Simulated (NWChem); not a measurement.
System: C8H5FO; SMILES Fc1c2occc2ccc1

Input file for NWChem:

```
start job
memory heap 200 mb stack 900 mb global 1100 mb
geometry units angstroms noautoz
  F      1.933833    -1.625077     0.000000
  C      0.691222    -1.158226     0.000000
  C     -0.397165    -2.014440     0.000000
  C     -1.706958    -1.501597     0.000000
  C     -1.955181    -0.135862     0.000000
  C     -0.855314     0.737075     0.000000
  C     -0.670019     2.166015     0.000000
  C      0.672470     2.366243     0.000000
  O      1.367662     1.201747     0.000000
  C      0.448792     0.213799     0.000000
  H     -0.210977    -3.090139     0.000000
  H     -2.543456    -2.203995     0.000000
  H     -2.976618     0.249163     0.000000
  H     -1.438278     2.935720     0.000000
  H      1.276927     3.270286     0.000000
end
basis spherical
  * library 3-21g
end
dft
  xc hfexch
  iterations 150
  mulliken
end
task dft energy
```

Output (shortened):

```
             Northwest Computational Chemistry Package (NWChem) 7.3.0
             --------------------------------------------------------

 CS  symmetry detected

                             Geometry "geometry" -> ""
                             -------------------------

 Output coordinates in angstroms (scale by  1.889725989 to convert to a.u.)

  No.       Tag          Charge          X              Y              Z
 ---- ---------------- ---------- -------------- -------------- --------------
    1 F                    9.0000     1.95959099    -1.59975648     0.00000000
    2 C                    6.0000     0.71039896    -1.15081191     0.00000000
    3 C                    6.0000    -0.36557053    -2.02257926     0.00000000
    4 C                    6.0000    -1.68259860    -1.52861295     0.00000000
    5 C                    6.0000    -1.95042366    -0.16658634     0.00000000
    6 C                    6.0000    -0.86321569     0.72206727     0.00000000
    7 C                    6.0000    -0.69847587     2.15352267     0.00000000
    8 C                    6.0000     0.64099690     2.37302361     0.00000000
    9 O                    8.0000     1.35285269     1.21863884     0.00000000
   10 C                    6.0000     0.44827591     0.21758731     0.00000000
   11 H                    1.0000    -0.16394233    -3.09549136     0.00000000
   12 H                    1.0000    -2.50891568    -2.24296016     0.00000000
   13 H                    1.0000    -2.97728857     0.20371929     0.00000000
   14 H                    1.0000    -1.47771736     2.91210713     0.00000000
   15 H                    1.0000     1.23239900     3.28566021     0.00000000

 Effective nuclear repulsion energy (a.u.)     490.1821957466

      Symmetry information
      --------------------

 Group name             Cs
 Group number              2
 Group order               2
 No. of unique centers    15

  xc_inp: hfexch multiplicative factor not found.

                                 NWChem DFT Module
                                 -----------------

 Summary of "ao basis" -> "ao basis" (spherical)
 ------------------------------------------------------------------------------
       Tag                 Description            Shells   Functions and Types
 ---------------- ------------------------------  ------  ---------------------
 F                           3-21g                   5        9   3s2p
 C                           3-21g                   5        9   3s2p
 O                           3-21g                   5        9   3s2p
 H                           3-21g                   2        2   2s

      Symmetry analysis of basis
      --------------------------

        a'         80
        a"         20

            General Information
            -------------------
          SCF calculation type: DFT
          Wavefunction type:  closed shell.
          No. of atoms     :    15
          No. of electrons :    70
           Alpha electrons :    35
            Beta electrons :    35
          Charge           :     0
          Spin multiplicity:     1
          Use of symmetry is: on ; symmetry adaption is: on
          Maximum number of iterations: 150
          AO basis - number of functions:   100
                     number of shells:    60
          Convergence on energy requested:  1.00D-06
          Convergence on density requested:  1.00D-05
          Convergence on gradient requested:  5.00D-04

              XC Information
              --------------
                     Hartree-Fock (Exact) Exchange  1.000

      Superposition of Atomic Density Guess
      -------------------------------------

 Sum of atomic energies:        -475.41714347

      Non-variational initial energy
      ------------------------------

 Total energy =    -481.961102
 1-e energy   =   -1621.487249
 2-e energy   =     649.343951
 HOMO         =      -0.216101
 LUMO         =       0.029752

      Symmetry analysis of molecular orbitals - initial
      -------------------------------------------------

  Numbering of irreducible representations:

     1 a'          2 a"

  Orbital symmetries:

     1 a'          2 a'          3 a'          4 a'          5 a'
     6 a'          7 a'          8 a'          9 a'         10 a'
    11 a'         12 a'         13 a'         14 a'         15 a'
    16 a'         17 a'         18 a'         19 a'         20 a'
    21 a'         22 a"         23 a'         24 a'         25 a"
    26 a'         27 a'         28 a'         29 a'         30 a"
    31 a'         32 a'         33 a"         34 a"         35 a"
    36 a"         37 a"         38 a"         39 a'         40 a'
    41 a'         42 a'         43 a'         44 a"         45 a'

     ---------------------------------------------
      Total Density - Mulliken Population Analysis
     ---------------------------------------------

    Atom       Charge   Shell Charges
 -----------   ------   -------------------------------------------------------
    1 F    9     9.46   1.99  0.45  2.53  1.54  2.95
    2 C    6     5.33   1.99  0.42  1.31  0.79  0.83
    3 C    6     6.41   1.99  0.44  1.59  0.94  1.46
    4 C    6     6.28   1.99  0.43  1.54  0.93  1.38
    5 C    6     6.31   1.99  0.44  1.57  0.93  1.38
    6 C    6     6.13   1.99  0.44  1.55  0.83  1.33
    7 C    6     6.41   1.99  0.44  1.60  0.96  1.42
    8 C    6     5.71   1.99  0.43  1.36  0.84  1.10
    9 O    8     8.63   1.99  0.42  2.12  1.50  2.61
   10 C    6     5.57   1.99  0.42  1.42  0.76  0.98
   11 H    1     0.74   0.41  0.33
   12 H    1     0.75   0.42  0.33
   13 H    1     0.75   0.42  0.34
   14 H    1     0.74   0.41  0.33
   15 H    1     0.76   0.42  0.34

   convergence    iter        energy       DeltaE   RMS-Dens  Diis-err
 ---------------- ----- ----------------- --------- --------- ---------
 d= 0,ls=0.0,diis     1   -477.3540405258 -9.68D+02  1.21D-02  6.97D-01
 d= 0,ls=0.0,diis     2   -477.4511800754 -9.71D-02  4.59D-03  1.61D-01
 d= 0,ls=0.0,diis     3   -477.4694805832 -1.83D-02  1.57D-03  1.41D-02
 d= 0,ls=0.0,diis     4   -477.4718347571 -2.35D-03  3.11D-04  7.49D-04
 d= 0,ls=0.0,diis     5   -477.4719392121 -1.04D-04  1.25D-04  8.02D-05
  Resetting Diis
 d= 0,ls=0.0,diis     6   -477.4719556694 -1.65D-05  5.74D-05  1.15D-05
 d= 0,ls=0.0,diis     7   -477.4719588112 -3.14D-06  1.60D-05  1.15D-06
 d= 0,ls=0.0,diis     8   -477.4719592333 -4.22D-07  8.08D-06  4.40D-07

         Total DFT energy =     -477.471959233341
      One electron energy =    -1623.867950333380
           Coulomb energy =      717.561572654900
    Exchange-Corr. energy =      -61.347777301488
 Nuclear repulsion energy =      490.182195746627

 Numeric. integr. density =        0.000000000000

                  Occupations of the irreducible representations
                  ----------------------------------------------

                     irrep           alpha         beta
                     --------     --------     --------
                     a'               29.0         29.0
                     a"                6.0          6.0

                       DFT Final Molecular Orbital Analysis
                       ------------------------------------

 Vector   33  Occ=2.000000D+00  E=-4.186290D-01  Symmetry=a"
              MO Center= -1.6D-01,  8.2D-01, -5.0D-15, r^2= 4.3D+00
   Bfn.  Coefficient  Atom+Function         Bfn.  Coefficient  Atom+Function
  ----- ------------  ---------------      ----- ------------  ---------------
    63      0.306404   7 C  pz               59      0.269933   7 C  pz
    81     -0.200996   9 O  pz               54      0.198620   6 C  pz
    27     -0.187894   3 C  pz               50      0.175314   6 C  pz
    68      0.175714   8 C  pz               72      0.175970   8 C  pz
    23     -0.161567   3 C  pz               77     -0.159934   9 O  pz

 Vector   34  Occ=2.000000D+00  E=-3.388080D-01  Symmetry=a"
              MO Center= -4.0D-01, -3.5D-01,  2.6D-15, r^2= 3.7D+00
   Bfn.  Coefficient  Atom+Function         Bfn.  Coefficient  Atom+Function
  ----- ------------  ---------------      ----- ------------  ---------------
    90     -0.310382  10 C  pz               36      0.305983   4 C  pz
    86     -0.274197  10 C  pz               32      0.250106   4 C  pz
    81      0.187764   9 O  pz               54     -0.177737   6 C  pz
    45      0.171238   5 C  pz               18     -0.161959   2 C  pz
    14     -0.160224   2 C  pz               72      0.160525   8 C  pz

 Vector   35  Occ=2.000000D+00  E=-3.155681D-01  Symmetry=a"
              MO Center= -3.6D-01,  2.3D-01, -9.5D-16, r^2= 5.0D+00
   Bfn.  Coefficient  Atom+Function         Bfn.  Coefficient  Atom+Function
  ----- ------------  ---------------      ----- ------------  ---------------
    27      0.281386   3 C  pz               45     -0.265549   5 C  pz
    63      0.251343   7 C  pz               72      0.240906   8 C  pz
    23      0.211815   3 C  pz               41     -0.212113   5 C  pz
    68      0.208964   8 C  pz               18      0.191537   2 C  pz
    59      0.189414   7 C  pz               14      0.183195   2 C  pz

 Vector   36  Occ=0.000000D+00  E= 1.123416D-01  Symmetry=a"
              MO Center= -2.3D-01,  2.4D-01, -2.1D-15, r^2= 5.1D+00
   Bfn.  Coefficient  Atom+Function         Bfn.  Coefficient  Atom+Function
  ----- ------------  ---------------      ----- ------------  ---------------
    72      0.445609   8 C  pz               45      0.420206   5 C  pz
    27     -0.416015   3 C  pz               18      0.392654   2 C  pz
    54     -0.356405   6 C  pz               68      0.249009   8 C  pz
    63     -0.232984   7 C  pz               14      0.222919   2 C  pz
    81     -0.213455   9 O  pz               23     -0.199326   3 C  pz

[...]
```

Level: Hartree-Fock/3-21G. Structure relaxed at the PBE0/def2-SVP level. No frequency run checked for a minimum.
